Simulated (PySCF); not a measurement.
**Finite-field polarisability of S (sulfur, neutral)**

[Ne] 3s2 3p4, high-spin 3P determinant. All numbers are calculated (PySCF 2.14, no relativity, point nucleus, in dyall-av3z). Frozen: [Ne]. Energy changes in a uniform field (μhartree):

| axis | F (au) | HF | MP2 | CCSD | CCSD(T) |
| --- | --- | --- | --- | --- | --- |
| x | 0.0034 | -102.543 | -104.084 | -103.559 | -104.082 |
| x | 0.0068 | -410.290 | -416.476 | -414.379 | -416.474 |
| y | 0.0031 | -101.079 | -104.213 | -103.772 | -104.685 |
| y | 0.0062 | -404.598 | -417.181 | -415.411 | -419.077 |

By symmetry the remaining axis equals x.

(1) Derive α along x at CCSD(T) from the two fields.

(2) And the mean polarisability at each level?

Results:

(1) With ΔE = −αF²/2 − γF⁴/24, α = −(16 ΔE(F) − ΔE(2F))/(6F²) = 18.01 bohr³.

(2) The components xx, yy, zz at CCSD(T) are 18.01, 21.78, 18.01, the third axis being equal by symmetry to one of the two computed. Means: HF 18.84, MP2 19.23, CCSD 19.14, CCSD(T) 19.26 bohr³. Reference: 19.4 ± 0.1 bohr³ (recommended; Schwerdtfeger and Nagle, table of static dipole polarizabilities (2023 update)).
